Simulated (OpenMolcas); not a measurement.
A calculation on Ne³⁺.

```
Program             : OpenMolcas 26.06
Method              : CASSCF
Basis               : ANO-RCC-VTZP [4s3p2d1f]
Scalar Hamiltonian  : DKH2, point nucleus
Active space        : 5 electrons in 4 orbitals (2s 2p)
State averaging     : 2S+1 = 4 odd, 1 root; 2S+1 = 2 odd, 8 roots kept (CI in the orbitals of an earlier block); 2S+1 = 4 even, 3 roots; 2S+1 = 2 even, 6 roots kept (CI in the orbitals of an earlier block)
Spin-orbit coupling : RASSI with atomic mean-field integrals over the reference wave functions, term energies averaged over their components
```

Problem. Which level of the active space comes out lowest?

Solution. 2s2 2p3 4S* 3/2, with 100 % of that term; it is also the measured ground level.

Problem. How high does 2s 2p4 4P 3/2 lie?

Solution. 22.9432 eV above the lowest level; measured 22.8722 eV above the ground level, so the calculation is off by 0 %.

Problem. How high does 2s 2p4 2D 3/2 lie?

Solution. 33.0507 eV above the lowest level.

Problem. How high does 2s2 2p3 2D* 3/2 lie?

Solution. 5.6013 eV above the lowest level.

Measured values: Moore, Atomic Energy Levels, vol. I, NSRDS-NBS 35 (1971 reprint of NBS Circular 467, 1949).

Terms from blocks run as CI alone lack orbitals of their own. Computed and measured levels are paired by configuration, term and J; levels that our copy of the source lacks, or whose pairing is in doubt (as where it misses far off the trend of its configuration), stay unpaired and out of the deviations. Levels of configurations outside the active space are missing.

* marks odd parity.
